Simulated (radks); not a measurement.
In2+, 47 electrons, occupied as [Kr] 4d10 7f1 (not the ground configuration). Method: scalar-relativistic Kohn-Sham, PBEsol, spin-polarised, spherical densities, point nucleus; open shells are filled with parallel spins first (spin-orbit coupling, left out, can overturn this in heavy ions); computed with a radial shooting solver on a logarithmic mesh with Libxc functionals. Some entries of the table are withheld. Estimate them.

orbital  occ.  eigenvalue (hartree)  <r^2> (bohr^2)
1s down     1             -1020.437        0.001195
1s up       1             -1020.437        0.001195
2s down     1             -153.6605         0.01949
2s up       1             -153.6605         0.01949
2p down     3             -138.0471         0.01537
2p up       3             -138.0471         0.01537
3s down     1             -29.97274          0.1391
3s up       1             -29.97274          0.1391
3p down     3             -24.86032          0.1400
3p up       3             -24.86032          0.1400
3d down     5             -16.91705          0.1251
3d up       5             -16.91703          0.1251
4s up       1                   (1)          0.8139
4s down     1                   (2)          0.8139
4p up       3              -3.88268          0.9694
4p down     3              -3.88250          0.9692
4d up       5              -1.68610           1.569
4d down     5              -1.68555           1.567
7f up       1              -0.09142           452.5

Answer. 
(1) 4s up eigenvalue (hartree): -5.40757
(2) 4s down eigenvalue (hartree): -5.40747
